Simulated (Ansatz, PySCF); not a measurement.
Species: BI$_{2}$, charge 0, multiplicity 2. It need not be the lowest isomer of its formula. 
Coordinates optimised at B3LYP-D3(BJ)/def2-TZVP (Ansatz, a program for electronic structure):
```
B
I 1 2.1018
I 1 2.1018 2 128.46
```
Charge 0, spin multiplicity 2.

Property: atomisation energy (electronic, to ground-state atoms), in kcal/mol. Correlated levels leave the core frozen unless marked. UHF or UKS for open shells. Spin-orbit coupling is left out. Frozen are the shells of the preceding noble gas and the d and f shells that filled before the atom's block. Past Kr the def2 sets carry scalar-relativistic core potentials. The coupled-cluster limit lacks core correlation, which all-electron functionals hold. CBS(X,Y): correlation extrapolated as X^-3; Hartree-Fock from the larger set. The bracket is a focal-point correction in the basis named.

```json
[
 {"level": "BP86/def2-TZVPD", "program": "PySCF", "atomisation energy (kcal/mol)": "150.9", "minus last row": "10.9"},
 {"level": "TPSSh/def2-TZVPD", "program": "PySCF", "atomisation energy (kcal/mol)": "146.1", "minus last row": "6.1"},
 {"level": "r2SCAN0-D4/def2-TZVPD", "program": "Ansatz + dftd4", "atomisation energy (kcal/mol)": "147.6", "minus last row": "7.6"},
 {"level": "B2GP-PLYP-D3(BJ)/def2-TZVPD", "program": "Ansatz + dftd3", "atomisation energy (kcal/mol)": "143.2", "minus last row": "3.2"},
 {"level": "B2PLYP-D3(BJ)/def2-TZVPD", "program": "Ansatz + dftd3", "atomisation energy (kcal/mol)": "142.5", "minus last row": "2.5"},
 {"level": "RI-MP2/CBS(def2-TZVPP,def2-QZVPP)+[CCSD(T)-MP2]/def2-SVP", "program": "Ansatz", "atomisation energy (kcal/mol)": "141.0", "minus last row": "1.0"},
 {"level": "RI-MP2/CBS(def2-TZVPPD,def2-QZVPPD)+[CCSD(T)-MP2]/def2-TZVPPD", "program": "Ansatz", "atomisation energy (kcal/mol)": "140.0", "minus last row": "0.0"}
]
```
